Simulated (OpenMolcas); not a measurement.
## Mn5+: CASPT2 settings compared

```yaml
Program: OpenMolcas
Basis: ANO-R3 [8s5p5d3f2g1h]
Scalar_Hamiltonian: X2C, finite nucleus
Active_space: 2 electrons in 5 orbitals (3d)
State_averaging: 2S+1 = 3 even, 10 roots; 2S+1 = 1 even, 15 roots
Spin-orbit_coupling: RASSI with atomic mean-field integrals over the reference wave functions, term energies averaged over their components
```

Methods on the same reference wave functions:
A. CASSCF
B. SS-CASPT2, IPEA 0.6 Eh, sigma1 regulariser 0.5 Eh (closed shells correlated: none)
C. SS-CASPT2, IPEA 0.5 Eh, real shift 0.3 Eh (closed shells correlated: 3s 3p)
D. XMS-CASPT2, IPEA 0.5 Eh, imaginary shift 0.25 Eh (closed shells correlated: 3s 3p)

Energies in cm⁻¹ above 3d² ³F₂, the measured ground level; measured values from Corliss and Sugar, J. Phys. Chem. Ref. Data 6, 1253 (1977).

```json
{"Level": "3d² ³F₂", "A": "0.0", "B": "0.0", "C": "0.0", "D": "0.0", "Measured": "0.0"}
{"Level": "3d² ³F₃", "A": "730", "B": "734", "C": "737", "D": "735", "Measured": "746"}
{"Level": "3d² ³F₄", "A": "1659", "B": "1662", "C": "1665", "D": "1663", "Measured": "1669"}
{"Level": "3d² ¹D₂", "A": "18818", "B": "16800", "C": "15330", "D": "16050", "Measured": "15336"}
{"Level": "3d² ³P₀", "A": "21866", "B": "20450", "C": "18900", "D": "19060", "Measured": "17782"}
{"Level": "3d² ³P₁", "A": "22127", "B": "20710", "C": "19170", "D": "19330", "Measured": "18057"}
{"Level": "3d² ³P₂", "A": "22716", "B": "21280", "C": "19740", "D": "19920", "Measured": "18628"}
{"Level": "3d² ¹G₄", "A": "28793", "B": "27550", "C": "26090", "D": "26000", "Measured": "25511"}
{"Level": "3d² ¹S₀", "A": "69654", "B": "61210", "C": "60090", "D": "60200", "Measured": ""}
```

Deviations, from unrounded energies. A percentage is the sum of absolute deviations over the sum of measured energies, with the sign that they share, or ± where signs differ.

```tsv
Against measurement	Levels	A	B	C	D
mean absolute deviation (cm-1)	7	2700	1600	560	720
fine structure of the ground term (%)	2	-1.1	-0.8	-0.6	-0.7
other terms of the ground configuration (%)	5	+19.9	+12.0	±4.1	+5.3
```

C lies closest to measurement on these levels and A furthest from it. The largest miss of C in the table is 3d² ³P₀, by +1100 cm-1. The ranking rests on the paired levels alone, and a cruder setting can come out closer through cancelling errors.

Among B to D the level of the table that moves most is 3d² ¹G₄, by 1500 cm-1 (lowest in D, highest in B). Moves below CASPT2's spread within the term are not significant.

The mean deviations of B to D differ by less than CASPT2's widest spread within a term (2900 cm-1), so their order carries little weight.

From A to B the spin-free energies of the other terms of 3d² shown, above ³F, scale by factors of 0.88 to 0.96, as is usual when dynamic correlation screens the repulsion within a d or f shell.

The lowest spin-free term lies below A's lowest term by 0.006 hartree in B, 0.348 hartree in C, 0.354 hartree in D.

Term energies are means over components that CASPT2 splits; among the terms shown or strongly mixed into the levels shown the widest spread is 2900 cm-1 (3d² ³F, D). Without dynamic correlation excited terms often stand tens of per cent too high (terms of higher spin than the ground term too low), and those without a measured partner can miss by more than the paired ones (holds for A). Measured partners are found by configuration, term and J. A level has none where our copy of the source lacks it or the pairing is in doubt (some pairs that miss far off the trend of their configuration count as doubtful), and it then counts in no deviation. Levels of configurations outside the active space are missing.
